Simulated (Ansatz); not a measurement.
A structure relaxed at r2SCAN-D4/def2-TZVP in Ansatz, charge 1, singlet:

Cartesian coordinates in Å:
```
Rb -0.427 1.711 3.228
Rb 0.564 -2.290 0.020
Rb -0.327 1.269 -1.944
H -0.148 0.475 0.948
H 0.338 -1.165 -2.251
```

Give its formula.

the cluster Rb3H2⁺.

Summarise the bond lengths by kind (pairs closer than 1.2 times the sum of covalent radii, bridged metal pairs left out).

5 × H–Rb 2.54 to 3.00 Å.

In the def2 sets Rb takes a core potential; there is no spin–orbit coupling. Another isomer (singlet) lies 0.15 eV lower at PBE0-D4/def2-TZVP; other spin states weren't run for this one.
